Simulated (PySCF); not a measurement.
**Correlation energy of Li (lithium, neutral)**

[He] 2p1, 2P determinant (an excited configuration). All numbers are calculated (PySCF 2.14, the non-relativistic Hamiltonian (point nucleus), in aug-cc-pCVDZ (5s4p2d, 27 functions)). Frozen: nothing; 3 electrons correlated.

| level | correlation energy (mhartree) |
| --- | --- |
| CCSD | -33.53 |
| (T) | 0.00 |
| CCSD(T) | -33.53 |
| CCSDT | -33.54 |
| FCI | -33.54 |

Diagnostics: T1 = 0.0018, D1 = 0.0042, largest double amplitude 0.033, weight of the Hartree-Fock determinant in FCI 0.9971 (9477 determinants).

Problem. Is a single reference adequate?

Solution. Yes: T1 lies below 0.03 and no double amplitude reaches 0.07.
